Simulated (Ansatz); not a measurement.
Geometry optimisation, RKS PBE0/6-31G* in Ansatz 0.2.0.

Input file:

```yaml
crystal:
  periodic: [false, false, false]
  atoms:
    - { symbol: B, position_ang: [0.1754, 0.392341, -0.079702] }
    - { symbol: F, position_ang: [-0.347189, 0.542961, 1.13591] }
    - { symbol: H, position_ang: [1.344538, 0.613521, -0.217993] }
    - { symbol: H, position_ang: [-0.583112, 0.168202, -0.983624] }
    - { symbol: O, position_ang: [0.262687, -2.080534, 0.717635] }
    - { symbol: C, position_ang: [-0.662198, -2.931015, 0.0693] }
    - { symbol: H, position_ang: [-0.098033, -3.491748, -0.686024] }
    - { symbol: H, position_ang: [-1.116631, -3.65159, 0.768277] }
    - { symbol: H, position_ang: [-1.465798, -2.37246, -0.440609] }
    - { symbol: H, position_ang: [-0.219863, -1.563878, 1.40183] }
basis:
  gaussian: { orbitals: "6-31G*" }
hamiltonian:
  xc: pbe0
relax:
  f_tol: 0.03
  max_steps: 50
```

Run as:

```bash
$ ansatz run input.yaml --threads 1 --pin off --max-ram 2048MiB --backend cpu --events-out ev --progress --plain --runs-dir out
```

Problem. Where does it end, and by what steps?

Solution. It converged. After 8 steps the energy has fallen by 0.367 eV; H7 moved furthest, 0.65 Å. Joined: B1–O5 (2.60 → 1.72 Å).

```
step  energy less start (eV)  largest force component (eV/Å)  accepted
   0                  0.0000                           0.706       yes
   1                 -0.0778                           0.858       yes
   2                 -0.2109                           0.887       yes
   3                 -0.3093                           0.989       yes
   4                 -0.3542                           0.290       yes
   5                 -0.3628                           0.122       yes
   6                 -0.3659                           0.065       yes
   7                 -0.3671                           0.042       yes
   8                 -0.3673                           0.021       yes
```

```xyz
10
Properties=species:S:1:pos:R:3
B 0.169 -0.119 -0.005
F -0.432 0.604 1.009
H 1.355 0.055 -0.135
H -0.506 -0.273 -1.000
O 0.103 -1.680 0.720
C -0.640 -2.688 0.023
H -0.101 -2.878 -0.904
H -0.664 -3.597 0.629
H -1.652 -2.343 -0.207
H -0.342 -1.455 1.555
```

Whether the end is a true minimum wasn't checked by a vibrational analysis.

Time of the run: 22 s on 1 thread of Arm Neoverse V2 (shared host), peak memory 0.16 GiB.
